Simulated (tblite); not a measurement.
Species: C7H13P.
Z-matrix (Å and degrees, GFN2-xTB geometry), rows numbered from 1:
```
C 
C   1  1.5240
C   2  1.5249  1  111.53
P   3  1.8658  2  111.90  1   178.40
C   4  1.8718  3   97.99  2    83.81
C   5  1.4967  4  106.40  3    80.16
C   6  1.3204  5  116.56  4    13.00
C   7  1.4966  6  116.51  5    -0.02
H   1  1.0884  2  110.57  3    60.22
H   1  1.0881  2  110.44  3   -59.60
H   1  1.0877  2  110.69  3  -179.62
H   2  1.0927  1  109.56  3   120.88
H   2  1.0928  1  109.35  3  -121.62
H   3  1.0942  2  110.81  1   -59.02
H   3  1.0943  2  109.23  1    60.20
H   5  1.0952  4  109.25  3  -160.73
H   5  1.0926  4  110.85  3   -42.71
H   6  1.0793  5  119.20  4  -168.27
H   7  1.0792  6  124.23  5   178.54
H   8  1.0949  4  109.38  3   159.37
H   8  1.0928  4  110.63  3    41.30
```

Computed values, GFN2-xTB/tblite, gas phase, harmonic and unscaled. Errors from tens to a few hundred cm⁻¹ against measured bands are possible. One conformer, not necessarily the lowest.

Harmonic wavenumbers (cm⁻¹): 62.5, 76.3, 109.7, 148.0, 231.1, 252.6, 275.6, 350.9, 358.8, 488.2, 637.2, 677.0, 715.1, 736.1, 758.5, 777.7, 813.7, 844.3, 878.6, 879.3, 948.6, 992.3, 1001.8, 1017.2, 1076.4, 1086.8, 1091.6, 1114.2, 1122.4, 1207.0, 1212.6, 1219.8, 1226.3, 1272.0, 1290.9, 1339.3, 1415.6, 1433.1, 1433.5, 1448.9, 1494.4, 1503.9, 1506.3, 1706.4, 2920.1, 2921.8, 2929.8, 2941.2, 2954.6, 2956.9, 2961.6, 2976.7, 3026.0, 3030.2, 3035.6, 3073.6, 3089.4.

A = 3186, B = 981.8, C = 951.2 MHz; mass 128.075 u (most abundant isotopes); point group C1, symmetry number 1.

Task: Zero-point energy?

Result: ½Σν̃ = 39525 cm⁻¹ = 113.01 kcal/mol.

Task: Give the ideal-gas entropy at 200 K and 1 bar in the rigid-rotor, harmonic-oscillator model (classical rotation).

Result: Translation 38.50, rotation 27.88, vibration 16.56: S = 82.9 cal/(mol K).

Task: And Cp and H(200 K) − H(0)?

Result: Cp = 26.52 cal/(mol K), of which vibrations give 18.57 (their classical limit is 57 R = 113.3); H(200 K) − H(0) = 3.44 kcal/mol without the zero-point energy, 1.85 from vibrations.

Task: How do the functions run with temperature in this model?

Result: 
| T (K) | S (cal/(mol K)) | Cp (cal/(mol K)) | H − H(0) (kcal/mol) | G − H(0) (kcal/mol) | ln q(vib) |
| --- | --- | --- | --- | --- | --- |
| 100 | 68.1 | 17.6 | 1.24 | -5.57 | 1.38 |
| 300 | 95.7 | 37.5 | 6.62 | -22.09 | 6.03 |
| 500 | 120.1 | 58.8 | 16.34 | -43.69 | 10.90 |
| 800 | 152.6 | 79.6 | 37.37 | -84.73 | 18.35 |
| 1000 | 171.4 | 88.7 | 54.24 | -117.17 | 23.12 |

q(vib) and H(0) count from the zero-point level.

Task: What must be added to the electronic energy to get the Gibbs energy at 200 K and 1 bar?

Result: ZPE + [H(200 K) − H(0)] − T·S = 113.01 + 3.44 − 16.59 = 99.86 kcal/mol.

Hindered rotation and anharmonicity are outside this model. Other conformers, if any are populated, would add a mixing term that is left out. The structure is chiral; the term R ln 2 for an equal mix with its mirror image is left out.
